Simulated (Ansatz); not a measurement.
## Molecular dynamics of Nb16Cu

Input file:

```yaml
accuracy: low
crystal:
  lattice:
    - [6.6, 0.0, 0.0]
    - [0.0, 6.6, 0.0]
    - [0.0, 0.0, 6.6]
  atoms:
    - { symbol: Nb, position: [0.01136768, 0.01816045, 0.0197885] }
    - { symbol: Nb, position: [0.49981757, -0.00408013, 0.00384124] }
    - { symbol: Nb, position: [-0.00991267, 0.50637255, 0.00451072] }
    - { symbol: Nb, position: [0.00380781, 0.01069617, 0.49899945] }
    - { symbol: Nb, position: [0.22977051, 0.23616835, 0.24154078] }
    - { symbol: Nb, position: [0.48445182, 0.49060375, 0.02153899] }
    - { symbol: Nb, position: [0.49421571, -0.01173376, 0.50444188] }
    - { symbol: Nb, position: [0.73996985, 0.24347905, 0.25090193] }
    - { symbol: Nb, position: [-0.0184636, 0.50099863, 0.50458105] }
    - { symbol: Nb, position: [0.23743278, 0.74584431, 0.25136124] }
    - { symbol: Nb, position: [0.24674967, 0.25350675, 0.74986046] }
    - { symbol: Nb, position: [0.44546966, 0.45032122, 0.43988794] }
    - { symbol: Nb, position: [0.74212469, 0.74869368, 0.26276911] }
    - { symbol: Nb, position: [0.74817602, 0.2496499, 0.75502777] }
    - { symbol: Nb, position: [0.24116087, 0.7550681, 0.75521761] }
    - { symbol: Nb, position: [0.81726353, 0.82248722, 0.78982976] }
    - { symbol: Cu, position: [0.59276498, 0.60420548, 0.69223557] }
basis:
  ecutwfc: 420.0
kpoints:
  mp_grid: { grid: [2, 2, 2] }
hamiltonian:
  xc: pbe
scf:
  occupations: { method: fermi_dirac, width: 0.05 }
  lower_state_search: "off"
md:
  timestep: 4.5
  n_steps: 300
  ensemble: nvt_langevin
  temperature: 900.0
  initial_velocities: maxwell_boltzmann
  seed: 266702
  friction: 0.005
```

Run as:

```bash
$ ansatz run input.yaml --threads 2 --pin off --max-ram 5120MiB --backend cpu --events-out ev --progress --plain --runs-dir out
```

It starts from a relaxed structure.

Output, in part (step lines):

```
md step     0: t =     0.00 fs  T =   847.1 K  F+E_penalty+E_count = -79457.84875865 eV  E_kin = 1.861344 eV  (9 SCF iters)
md step     1: t =     4.50 fs  T =   857.5 K  F+E_penalty+E_count = -79457.80696160 eV  E_kin = 1.884371 eV  (8 SCF iters)
md step     2: t =     9.00 fs  T =   866.3 K  F+E_penalty+E_count = -79457.67565230 eV  E_kin = 1.903669 eV  (8 SCF iters)
md step     3: t =    13.50 fs  T =   808.0 K  F+E_penalty+E_count = -79457.47096387 eV  E_kin = 1.775482 eV  (8 SCF iters)
md step     4: t =    18.00 fs  T =   727.1 K  F+E_penalty+E_count = -79457.22476796 eV  E_kin = 1.597763 eV  (8 SCF iters)
md step     5: t =    22.50 fs  T =   590.6 K  F+E_penalty+E_count = -79456.98531118 eV  E_kin = 1.297850 eV  (6 SCF iters)
md step     6: t =    27.00 fs  T =   532.0 K  F+E_penalty+E_count = -79456.80255713 eV  E_kin = 1.168922 eV  (7 SCF iters)
md step     7: t =    31.50 fs  T =   506.2 K  F+E_penalty+E_count = -79456.67414946 eV  E_kin = 1.112436 eV  (6 SCF iters)
[... lines left out ...]
md step   299: t =  1345.50 fs  T =   691.8 K  F+E_penalty+E_count = -79455.72036534 eV  E_kin = 1.520170 eV  (7 SCF iters)
md step   300: t =  1350.00 fs  T =   714.0 K  F+E_penalty+E_count = -79455.74187962 eV  E_kin = 1.568937 eV  (8 SCF iters)
```

The steps, from the saved trajectory:

| time (fs) | T (K) | potential energy less start (eV) |
| --- | --- | --- |
| 0 | 847 | 0.000 |
| 45 | 488 | 1.286 |
| 90 | 581 | 1.054 |
| 135 | 712 | 1.130 |
| 180 | 554 | 1.783 |
| 225 | 663 | 1.390 |
| 270 | 675 | 1.669 |
| 315 | 732 | 1.456 |
| 360 | 1009 | 1.603 |
| 405 | 694 | 2.119 |
| 450 | 842 | 1.567 |
| 495 | 817 | 1.676 |
| 540 | 781 | 1.580 |
| 585 | 896 | 1.541 |
| 630 | 809 | 1.500 |
| 675 | 859 | 1.495 |
| 720 | 765 | 1.703 |
| 765 | 946 | 1.901 |
| 810 | 1134 | 1.639 |
| 855 | 766 | 2.301 |
| 900 | 856 | 1.743 |
| 945 | 697 | 1.565 |
| 990 | 794 | 1.594 |
| 1035 | 903 | 1.640 |
| 1080 | 905 | 1.386 |
| 1125 | 993 | 1.891 |
| 1170 | 663 | 1.960 |
| 1215 | 1028 | 1.000 |
| 1260 | 750 | 1.853 |
| 1305 | 760 | 2.064 |
| 1350 | 714 | 2.107 |

The run went to its last step. A run of 1.4 ps of so small a system gives no equilibrium averages. Limits of this set-up: coarse k mesh, a small cell, in which the defect meets its images, a typed lattice constant that wasn't relaxed here, low accuracy level.

Mean squared displacements from the first frame to the last, about the centre of mass: Nb 0.09 Å², Cu 0.63 Å².

Last frame:

```xyz
17
Lattice="6.6000 0.0000 0.0000 0.0000 6.6000 0.0000 0.0000 0.0000 6.6000" Properties=species:S:1:pos:R:3
Nb -0.050 0.757 0.041
Nb 3.107 0.720 0.219
Nb -0.236 4.043 -0.097
Nb 0.055 0.849 3.322
Nb 1.335 2.297 1.766
Nb 3.067 3.530 0.655
Nb 3.142 0.822 3.511
Nb 4.963 2.528 1.730
Nb -0.189 4.250 3.529
Nb 1.459 5.703 1.689
Nb 1.359 2.513 5.124
Nb 3.179 4.111 3.209
Nb 4.961 5.776 1.763
Nb 4.868 2.408 5.035
Nb 1.435 5.971 5.172
Nb 4.972 6.283 4.827
Cu 3.672 4.709 5.475
```

Run time: 19 min on 2 threads of Intel(R) Xeon(R) 6975P-C (Granite Rapids) (shared host), peak memory 1.1 GiB.
